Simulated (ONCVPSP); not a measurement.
**PBE ONCV dataset for Yb, scalar-relativistic all-electron reference.**

The input file (ONCVPSP 4.0.1):

```
# ATOM AND REFERENCE CONFIGURATION
# atsym  z   nc   nv     iexc    psfile
  Yb 70.00    8    6        4      upf
#
#   n    l    f
    1    0    2.00
    2    0    2.00
    2    1    6.00
    3    0    2.00
    3    1    6.00
    3    2   10.00
    4    0    2.00
    4    1    6.00
    4    2   10.00
    4    3   13.00
    5    0    2.00
    5    1    6.00
    5    2    1.00
    6    0    2.00
#
# PSEUDOPOTENTIAL AND OPTIMIZATION
# lmax
    3
#
#   l,   rc,      ep,       ncon, nbas, qcut
    0    2.15    0.00    4    8    6.20
    1    2.15    0.00    3    7    7.50
    2    1.00    0.00    4    9   15.30
    3    1.00    0.00    3    8   19.20
#
# LOCAL POTENTIAL
# lloc, lpopt,  rc(5),   dvloc0
    3    5    1.00    0.00
#
# VANDERBILT-KLEINMAN-BYLANDER PROJECTORs
# l, nproj, debl
    0    2    1.00
    1    2    2.70
    2    2    3.50
    3    0    1.20
#
# MODEL CORE CHARGE
# icmod, fcfact, rcfact
    0    0.00    0.00
#
# LOG DERIVATIVE ANALYSIS
# epsh1, epsh2, depsh
   -8.00    5.00    0.04
#
# OUTPUT GRID
# rlmax, drl
    6.00    0.01
#
# TEST CONFIGURATIONS
# ncnf
    4
# nvcnf
#   n    l    f
    6
    4    2   10.00
    4    3   14.00
    5    0    2.00
    5    1    6.00
    5    2    0.00
    6    0    2.00
#
    6
    4    2   10.00
    4    3   14.00
    5    0    2.00
    5    1    6.00
    5    2    0.00
    6    0    1.00
#
    6
    4    2   10.00
    4    3   14.00
    5    0    2.00
    5    1    6.00
    5    2    0.00
    6    0    0.00
#
    6
    4    2   10.00
    4    3   13.00
    5    0    2.00
    5    1    6.00
    5    2    0.00
    6    0    0.00
#
```

Command:

```bash
oncvpsp.x < Yb.dat > Yb.out
```

Resulting log (shortened: citation, most of the input echo, consistency checks and plot data are left out):

```
[... start of the log left out ...]
   2   1       -1.140007       -1.137475     48.32

   3   2       -6.813891       -6.813894    444.88
   4   2       -0.068321        0.227850    444.88

 Testing for highly-localized positive-energy ghosts
       l    <radius>/rc     E Basis Diag.   E Cutoff

       0        0.995960        3.554112     57.23  WARNING - GHOST(+)

Test configuration 0

   n   l     f        eae           eps        diff
   1   0  2.0000-2250.99505482
   2   0  2.0000 -381.59758084
   2   1  6.0000 -336.31182457
   3   0  2.0000  -86.24646527
   3   1  6.0000  -72.59818079
   3   2 10.0000  -55.99239347
   4   0  2.0000  -17.19641484
   4   1  6.0000  -12.71295355
   4   2 10.0000   -6.81386260   -6.81389131   -2.87D-05
   4   3 13.0000   -0.35324521   -0.35323330    1.19D-05
   5   0  2.0000   -2.18073494   -2.18073351    1.44D-06
   5   1  6.0000   -1.14000597   -1.14000703   -1.06D-06
   5   2  1.0000   -0.06836969   -0.06832104    4.87D-05
   6   0  2.0000   -0.16808910   -0.16808798    1.12D-06

    Total energies and differences
      AE_ref= -1.40596194D+04  AE_tst= -1.40596194D+04  dif=  0.00D+00
      PS_ref= -6.36298900D+02  PS_tst= -6.36298900D+02  dif=  7.28D-12
      PSP excitation error= -7.28D-12

Test configuration 1

sratom123: lschfb convergence ERROR n,l,iter=   4   3   2
```

The run stopped because the all-electron bound-state solver failed for one shell.

The run took about 2.1 s on one core of a shared server CPU.
